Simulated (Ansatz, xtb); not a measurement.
# C3H5F3OS: which of two isomers lies lower

We compare a, `FC(F)(F)OCCS`, a singlet, with b, `CSCOC(F)(F)F`, a singlet. Both are isolated molecules in the gas phase, relaxed with r2SCAN-D4/def2-SVP; each stands in its lowest conformer found.

Problem. Estimate E(b) − E(a) at the level CCSD(T)/def2-SVP + ΔMP2/def2-TZVPP.

Solution. Calculated at CCSD(T)/def2-SVP + ΔMP2/def2-TZVPP: E(b) − E(a) = +3.7 kcal/mol, so structure a lies lower.

How the difference moves with the method:

```
                             level            geometry  E(b) − E(a) (kcal/mol)  departure from the last row (kcal/mol)  job, with rough time for the two
                r2SCAN-D4/def2-SVP  r2SCAN-D4/def2-SVP                      +4.4                                    +0.6             optimisation, 2.2 min
                       HF/def2-SVP  r2SCAN-D4/def2-SVP                      +7.7                                    +3.9           part of the CCSD(T) run
                      MP2/def2-SVP  r2SCAN-D4/def2-SVP                      +6.2                                    +2.4           part of the CCSD(T) run
                  CCSD(T)/def2-SVP  r2SCAN-D4/def2-SVP                      +6.4                                    +2.7                      single point
CCSD(T)/def2-SVP + ΔMP2/def2-TZVPP  r2SCAN-D4/def2-SVP                      +3.7                                                     single point, 1.8 min
```

As drawn, b has 1 C–S, 1 C–H in place of 1 C–C, 1 S–H.

None of the levels shown reverses the order. The largest departure from CCSD(T)/def2-SVP + ΔMP2/def2-TZVPP is that of HF/def2-SVP, 3.9 kcal/mol. Levels run at GFN2-xTB geometries aren't shown. The last row adds to CCSD(T) the change of the MP2 difference between the two basis sets, here −2.7 kcal/mol.

With thermal terms from frequencies at re-optimised GFN2-xTB minima (ideal gas, soft modes damped towards free rotors, one conformer each, 298.15 K, 1 atm): on the last row, ΔE + ΔZPE = +4.4, ΔH = +4.7, ΔG = +4.2 kcal/mol.

The correlated steps freeze 12 core orbitals. Run with Ansatz 0.2.0, xtb 6.7.1; the last row on 4 threads of Arm Neoverse V1 on a shared host.
